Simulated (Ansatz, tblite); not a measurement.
Isomers of Al2Ga2As4 (singlet), found by a short tight-binding search and relaxed with PBE-D4/def2-SVP in Ansatz.

The xTB rows come from tblite.

Other spin states weren't relaxed.

A:

```xyz
8

Al   -1.857    0.306   -0.739
Al    1.857   -0.307    0.739
Ga   -0.042   -1.944   -0.703
Ga    0.042    1.945    0.702
As    1.509    1.307    2.386
As   -1.423    2.584   -0.984
As   -2.358   -1.960   -0.519
As    2.274   -1.932   -0.880
```

B:

```
atom   x (Å)   y (Å)   z (Å)
 Al1  -0.634  -1.669  -0.260
 Al2  -0.037   0.247   1.621
 Ga3   2.733   0.213  -0.801
 Ga4  -2.326   1.211   0.305
 As5   1.006  -1.476  -1.906
 As6   1.180   1.951   0.620
 As7  -1.843  -1.301   1.763
 As8  -0.079   0.824  -1.341
```

**Question.** Estimate their order by electronic energy at PBE0-D4/def2-TZVP, counted from the lowest.

**Answer.** A (0.0) < B (16.8), in kJ/mol.

**Question.** Do the other levels pick the same lowest one?

**Answer.** Not GFN1-xTB, PBE-D4/def2-TZVP. Energies above each level's lowest (kJ/mol):

```json
{"level": "GFN1-xTB", "A": "29.9", "B": "0.0"}
{"level": "GFN2-xTB", "A": "0.0", "B": "15.2"}
{"level": "PBE-D4/def2-TZVP", "A": "8.5", "B": "0.0"}
{"level": "r2SCAN-D4/def2-TZVP", "A": "0.0", "B": "46.7"}
{"level": "PBE0-D4/def2-TZVP", "A": "0.0", "B": "16.8"}
```
Point groups (tolerance 0.1 Å): A D2, B not assigned. Lower isomers may exist.
